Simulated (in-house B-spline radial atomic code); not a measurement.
Configurations of Tc⁵⁺, with energies counted from [Kr] 4d2. Level of theory: scalar-relativistic (X2C) PBE0, spin-polarised, spherical fractional occupations, exact exchange averaged over the configuration, Fermi nucleus of rms radius 4.41117 fm; calculated with a B-spline radial code for spherical atoms. Shells without spins written out take the highest spin.

Occupations are held fixed; configurations that lie above the ionisation limit could autoionise.

| configuration | E - E(ref) (eV) | highest orbital | its <r> (bohr) |
| --- | --- | --- | --- |
| [Kr] 4d1 5f1 | 49.56 | 5f up | 4.263 |
| [Ar] 3d10 4s2 4p5 4d2 5p1 | 66.46 | 5p up | 2.491 |
| [Ar] 3d9 4s2 4p6 4d3 | 259.24 | 4d up | 1.312 |
| [Ar] 3d9 4s2 4p6 4d2 5s1 | 278.53 | 5s up | 2.218 |

Task: Order these further configurations by energy, lowest first.
A. [Kr] 4d1 5s1
B. [Ar] 3d10 4s2 4p5 4d2 4f1
C. [Kr] 4d1 4f1
D. [Kr] 4d1 5p1
E. [Ar] 3d9 4s2 4p6 4d2 5p1

Result: A (16.596 eV), D (25.179 eV), C (36.524 eV), B (77.305 eV), E (287.34 eV).
